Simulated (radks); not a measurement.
The numbers below are computed, except where a source is named.
Problem. These are the eigenvalues of the occupied orbitals of an atom or ion with whole-number occupations (eV). Code: a radial shooting solver on a logarithmic mesh with Libxc functionals. Model: non-relativistic Kohn-Sham, PBE, spin-polarised, spherical densities, point nucleus.

orbital  eigenvalue
1s        -35578.86
2s        -5481.727
2p        -5173.063
3s        -1166.034
3p        -1034.029
3d        -788.3660
4s        -237.5092
4p        -189.3159
4d        -105.5318
5s         -43.3311
5p         -30.7711

Which element is it, and in what charge state? The configuration may be excited. Open shells, if any, are filled with parallel spins first.

Solution. Z = 56, barium, charge +2: Ba2+ in [Xe]. The list shows which subshells hold electrons but not how many an open one holds; the 1s level, -1307.5 hartree, gives Z - s = 51.1 by -(Z - s)^2/2, which with screening narrows Z to a few neighbours, and the depths of the outer levels then fix element, charge and occupations together.
